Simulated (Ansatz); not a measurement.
Method: Ansatz (a first-principles code) with frozen-core CCSD(T)/def2-TZVPP // r2SCAN-D4/def2-TZVP.

Ansatz 0.2 input:
```yaml
crystal:
  periodic: [false, false, false]
  atoms:
    - { symbol: O, position_ang: [1.583191, -0.219346, -0.000804] }
    - { symbol: Ge, position_ang: [-0.111974, 0.074974, 0.000315] }
    - { symbol: H, position_ang: [-0.485462, 1.54795, 0.00801] }
    - { symbol: H, position_ang: [-0.960408, -1.18572, -0.006487] }
basis:
  gaussian: { orbitals: def2-TZVPP }
correlation:
  method: ccsd_t
total_charge: 1
magnetization:
  spin_polarized: true
  initial_magnetization: 1
```

Output:

```
Functional definition: HF
671 factors; integrals over basis functions are off by at most 1.1e-3 eV
mean field evaluation 1: about -58512.2561 eV, gradient 6.2e1 eV
mean field evaluation 2: about -58512.2575 eV, gradient 6.2e1 eV
mean field evaluation 4: about -58527.6962 eV, gradient 2.0e1 eV
mean field evaluation 8: about -58533.8549 eV, gradient 1.3e0 eV
mean field evaluation 16: about -58512.2504 eV, gradient 6.2e1 eV
mean field evaluation 32: about -58533.2726 eV, gradient 2.3e0 eV
mean field evaluation 64: about -58527.8626 eV, gradient 6.3e0 eV
mean field evaluation 96: about -58531.6421 eV, gradient 2.7e-1 eV
mean field evaluation 128: about -58533.8768 eV, gradient 9.2e-2 eV
mean field evaluation 160: about -58528.9491 eV, gradient 3.8e-4 eV
mean field evaluation 192: about -58526.2526 eV, gradient 5.9e0 eV
mean field evaluation 224: about -58525.9598 eV, gradient 5.0e-2 eV
mean field evaluation 256: about -58526.0236 eV, gradient 6.3e-1 eV
mean field evaluation 288: about -58527.3767 eV, gradient 3.2e-2 eV
mean field evaluation 320: about -58525.7682 eV, gradient 3.5e0 eV
mean field evaluation 352: about -58528.5572 eV, gradient 1.3e-1 eV
mean field evaluation 384: about -58524.4536 eV, gradient 3.0e0 eV
mean field evaluation 416: about -58527.4338 eV, gradient 2.3e0 eV
mean field evaluation 448: about -58529.9277 eV, gradient 1.3e1 eV
mean field evaluation 480: about -58533.2984 eV, gradient 6.2e-2 eV
mean field -58533.87705471 eV, -2151.0803060736 hartree, gradient 2.6e-6 eV, S^2 0.763249; 7 other end points of the search recorded, 0 dependent functions left out
determinant -58533.87705471 eV, -2151.0803060736 hartree, with singles and doubles -58545.70142738 eV, -2151.5148437546 hartree
determinant -58533.29769378 eV, -2151.0590149521 hartree, with singles and doubles -58544.96088861 eV, -2151.4876294568 hartree
determinant -58531.64257511 eV, -2150.9981904631 hartree, with singles and doubles -58543.52476861 eV, -2151.4348530201 hartree
10 core orbitals not correlated
reference -58533.87705471 eV, -2151.0803060736 hartree; 11, 10 occupied and 86, 87 virtual orbitals, 671 factors
second order -11.22910227 eV of doubles, -0.00000000 eV of singles
cycle   1  -11.73278009 eV  change    -1.0e0 eV  update   2.7e-2
cycle   2  -11.76798808 eV  change   -3.5e-2 eV  update   7.5e-3
cycle   3  -11.77073849 eV  change   -2.8e-3 eV  update   4.4e-3
cycle   4  -11.77526119 eV  change   -4.5e-3 eV  update   2.1e-3
cycle   5  -11.77716836 eV  change   -1.9e-3 eV  update   1.3e-3
cycle   6  -11.77799276 eV  change   -8.2e-4 eV  update   6.0e-4
cycle   7  -11.77829378 eV  change   -3.0e-4 eV  update   2.5e-4
cycle   8  -11.77834874 eV  change   -5.5e-5 eV  update   1.1e-4
cycle   9  -11.77832813 eV  change    2.1e-5 eV  update   4.8e-5
cycle  10  -11.77833216 eV  change   -4.0e-6 eV  update   1.8e-5
perturbative correction -0.41100140 eV, -0.0151040227 hartree
Total energy: -58546.06638826 eV, -2151.5282558195 hartree
```

Cost: very roughly 40 core-seconds.
